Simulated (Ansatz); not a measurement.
Total energies of CH6GaNS (`C[NH][GaH][SH]`).

| atom | x (Å) | y (Å) | z (Å) |
| --- | --- | --- | --- |
| C1 | 0.467 | -0.692 | -1.417 |
| N2 | -0.296 | -0.139 | -0.323 |
| Ga3 | 0.367 | 0.554 | 1.213 |
| S4 | -1.064 | 1.329 | 2.702 |
| H5 | 0.311 | -0.144 | -2.355 |
| H6 | 0.226 | -1.747 | -1.602 |
| H7 | 1.535 | -0.642 | -1.190 |
| H8 | -1.291 | -0.161 | -0.477 |
| H9 | 1.897 | 0.603 | 1.478 |
| H10 | -2.152 | 1.038 | 1.970 |

Total charge 0; spin multiplicity 1. Correlated methods include outer-core shells of Ga, which these sets cover unevenly. Scalar relativity is left out up to krypton. The structure was optimised at the PBE0-D4/def2-TZVP level. It is one conformer, not always the lowest. Basis def2-TZVPP, the Gaussian-basis code of Ansatz.

RPA on PBE orbitals: Hartree–Fock energy of these orbitals -2416.62299 Eh, correlation -1.30591 Eh (frozen core).

| functional | kind | energy without D4 (Eh) | D4 term (kJ/mol) |
| --- | --- | --- | --- |
| PBE0 | global hybrid, 25 % exact exchange | -2419.10368 | -17.1 |
| ωB97X-V | range-separated hybrid GGA with VV10 | -2419.34464 | – |

Question: Give the same for LDA (SPW92), PBE, revPBE, BLYP, r2SCAN, B97M-V, B3LYP, r2SCANh, r2SCAN0, HSE06 (plane-wave form), BHLYP, CAM-B3LYP, LC-ωPBE, ωB97M-V, B2PLYP, PBE-QIDH. (Best estimate.)

Answer: Ansatz gave: 
```tsv
functional	kind	energy without D4 (Eh)	D4 term (kJ/mol)
LDA (SPW92)	LDA	-2414.36503	–
PBE	GGA	-2419.01937	-20.1
revPBE	GGA	-2419.36609	-57.6
BLYP	GGA	-2419.63062	-43.5
r2SCAN	meta-GGA	-2419.51685	-4.9
B97M-V	meta-GGA with VV10	-2419.13221	–
B3LYP	global hybrid, 20 %	-2419.68498	-32.5
r2SCANh	meta-GGA hybrid, 10 %	-2419.49967	-5.2
r2SCAN0	meta-GGA hybrid, 25 %	-2419.47547	-5.8
HSE06 (plane-wave form)	screened hybrid	-2419.09017	-16.0
BHLYP	global hybrid, 50 %	-2419.52263	-26.8
CAM-B3LYP	range-separated hybrid	-2419.69167	-17.5
LC-ωPBE	long-range corrected hybrid	-2419.19181	–
ωB97M-V	range-separated hybrid meta-GGA with VV10	-2419.43242	–
B2PLYP	double hybrid	-2419.03564	–
PBE-QIDH	double hybrid	-2418.67044	–
```

B3LYP takes the VWN-RPA correlation (the form of Gaussian; ORCA's B3LYP/G). HSE06 is the plane-wave form, built on full-range PBE exchange. The double hybrids freeze the cores in their second-order part.

LC-ωPBE has ω = 0.4 bohr⁻¹.
